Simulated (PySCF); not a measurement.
Ligands exchanged one at a time, In H-CH3. Gas-phase values, no solvent. Strings in code marks are SMILES.

Calculation: PBE0-D4/def2-TZVP (PySCF). All candidates: neutral, multiplicity 1. Excitations are Tamm–Dancoff values on a coarser integration grid. The basis has no diffuse functions, so Rydberg states are missing or too high.

```
Property               Value
-------------------  -------
T1 excitation (TDA)  4.53 eV
S1 excitation (TDA)  4.78 eV
dipole moment         0.00 D
```

Name which member has these values.
(A) `[CH3][InH2]`
(B) `[CH3][InH][CH3]`
(C) `[CH3][In]([CH3])[CH3]`

C, `[CH3][In]([CH3])[CH3]`. The others give `[CH3][InH2]`: 4.33 eV, 4.63 eV, 0.68 D; `[CH3][InH][CH3]`: 4.36 eV, 4.62 eV, 0.57 D
